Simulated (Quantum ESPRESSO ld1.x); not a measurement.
Yb2+, 68 electrons, occupied as [Xe] 4f14. All-electron calculation, Dirac Kohn-Sham, Slater X-alpha with alpha = 1, spin-unpolarised, spherical densities, point nucleus. Program: ld1.x of Quantum ESPRESSO 7.5.

Spin-orbit splittings of the eigenvalues, e(l+1/2) - e(l-1/2), with zeta = 2 splitting/(2l+1) and mean radii in bohr:

shell	occ.	splitting (eV)	zeta (eV)	<r> j=l-1/2	<r> j=l+1/2
2p	6	1060	706.6	0.06843	0.07593
3p	6	226.2	150.8	0.2048	0.2188
3d	10	49.82	19.93	0.1920	0.1963
4p	6	51.37	34.24	0.4918	0.5240
4d	10	9.449	3.780	0.5474	0.5588
4f	14	1.454	0.4154	0.7223	0.7372
5p	6	6.573	4.382	1.328	1.433
5d	0	0.5074	0.2030	2.123	2.175
